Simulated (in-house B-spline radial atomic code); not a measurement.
Radial electron density of P⁺, [Ne] 3s2 3p2. Computed with a radial B-spline atomic code at the basis-set limit: scalar-relativistic (X2C) LDA PW92, spin-polarised, spherical fractional occupations, Fermi nucleus of rms radius 3.1889 fm.

Columns: r (bohr), 4πr²n(r) (electrons per bohr), bar.

```
 0.00401   0.4306 #
 0.00481   0.5991 ##
 0.00578   0.8324 ##
 0.00695    1.152 ###
 0.00835    1.581 ####
    0.01    2.141 ######
   0.012    2.883 #######
  0.0145    3.879 ##########
  0.0174     5.09 #############
  0.0209    6.578 #################
  0.0251    8.328 ######################
  0.0301    10.27 ###########################
  0.0362    12.35 ################################
  0.0435    14.32 #####################################
  0.0522    15.93 #########################################
  0.0628    16.91 ############################################
  0.0754    16.98 ############################################
  0.0906    16.09 ##########################################
   0.109    14.43 #####################################
   0.131    12.55 #################################
   0.157    11.19 #############################
   0.189    10.94 ############################
   0.227    12.02 ###############################
   0.272    13.88 ####################################
   0.327    15.54 ########################################
   0.393    15.83 #########################################
   0.472    14.19 #####################################
   0.567    10.97 ############################
   0.681    7.263 ###################
   0.818     4.28 ###########
   0.983    2.671 #######
    1.18    2.272 ######
    1.42    2.391 ######
     1.7    2.375 ######
    2.05     1.96 #####
    2.46     1.31 ###
    2.95   0.6977 ##
    3.55   0.2838 #
    4.26  0.08807 
    5.12  0.01955 
    6.15 0.002999 
    7.39 0.000296
```

On this grid the curve has 3 maxima, near 0.0754, 0.393, 1.42 bohr.

The 3p up radial function P(r) = rR(r), positive near the nucleus:

```
r (bohr)          P
 0.00481  0.0007306
 0.00695   0.001477
    0.01   0.002952
  0.0145   0.005939
  0.0209    0.01167
  0.0301    0.02247
  0.0435    0.04235
  0.0628    0.07653
  0.0906     0.1304
   0.131     0.2054
   0.189     0.2868
   0.272     0.3355
   0.393     0.2894
   0.567    0.09528
   0.818    -0.2315
    1.18    -0.5694
     1.7    -0.7305
    2.46    -0.6055
    3.55    -0.3147
    5.12   -0.09068
    7.39   -0.01182
```
